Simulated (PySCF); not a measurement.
Field gradients at the hydrogen positions

Compound: C₆H₉F₃S.
Atom-mapped SMILES: `[CH3:1][C@@H:2]([CH2:3][C:4]([F:5])([F:6])[F:7])[C@@H:8]1[CH2:9][S:10]1` (hydrogens: H11, H12, H13 on C1; H14 on C2; H15, H16 on C3; H17 on C8; H18, H19 on C9)

Geometry (GFN2-xTB, Å), atoms numbered from 1 in this order:
```xyz
19
C6H9F3S angstrom
C     -0.3450   -2.1135   -0.0635
C     -0.2311   -0.5947   -0.1863
C     -1.0440    0.0710    0.9353
C     -1.0616    1.5843    0.8548
F     -2.0042    2.1072    1.6563
F      0.0979    2.1474    1.2293
F     -1.3229    2.0385   -0.3799
C      1.2205   -0.1679   -0.1273
C      1.7075    0.9886   -0.9165
S      2.2579   -0.6068   -1.5397
H      0.0342   -2.4496    0.8990
H      0.2391   -2.5879   -0.8479
H     -1.3801   -2.4301   -0.1601
H     -0.6440   -0.2886   -1.1534
H     -2.0816   -0.2643    0.8813
H     -0.6407   -0.1993    1.9134
H      1.6996   -0.3501    0.8303
H      1.0072    1.5078   -1.5575
H      2.4815    1.6173   -0.4983
```

Level: PBE0/pcSseg-1 (PySCF, non-relativistic); Q(2H) = 0.00286 b; rigid geometry, the same for H and D, with no vibrational averaging.

Problem. Rank these positions by the coupling χzz of a deuteron there, largest first.
A. H12 (methyl hydrogen)
B. H18 (methylene hydrogen)
C. H15 (methylene hydrogen)
D. H14 (methine hydrogen)

Solution. B (215 kHz), A (210 kHz), C (201 kHz), D (194 kHz).

Problem. Tabulate Vzz, the asymmetry η and χzz = 234.96 MHz × Q × Vzz for every hydrogen position.

Solution. 
```tsv
atom	bonded to	bond length (Å)	Vzz (au)	η	χzz (kHz)
H11	C1	1.088	0.3138	0.03	211
H12	C1	1.087	0.3120	0.02	210
H13	C1	1.087	0.3164	0.03	213
H14	C2	1.095	0.2894	0.02	194
H15	C3	1.092	0.2985	0.05	201
H16	C3	1.092	0.2982	0.04	200
H17	C8	1.086	0.3130	0.07	210
H18	C9	1.082	0.3197	0.05	215
H19	C9	1.081	0.3234	0.05	217
```

Problem. How does χzz go with the bond length over the 9 C–H bonds?

Solution. A straight-line fit has a slope of -16.3 kHz for each 0.01 Å, with a correlation coefficient of -0.97, over lengths from 1.081 to 1.095 Å. The longer bonds have the smaller couplings here.

Problem. Give the 2H NMR doublet splittings at H11 for a magnetic field along the z, y and x axes of the gradient: 3χ/2, 3χ(1 + η)/4, 3χ(1 − η)/4.

Solution. With |χ| = 210.9 kHz and η = 0.029: 316, 163 and 154 kHz, to first order and without motion.

Geometry: GFN2-xTB, one conformer, isolated molecule. GFN2-xTB bond lengths can be off by several hundredths of an ångström, more for odd bonds, and the gradients follow them. With so small a basis the couplings can be 20 % off.

The run behind these numbers computed NMR shieldings as well. Hardware: one thread, Arm Neoverse N1, no GPU, on a shared host. Cost: 92 s wall, 82 s CPU.
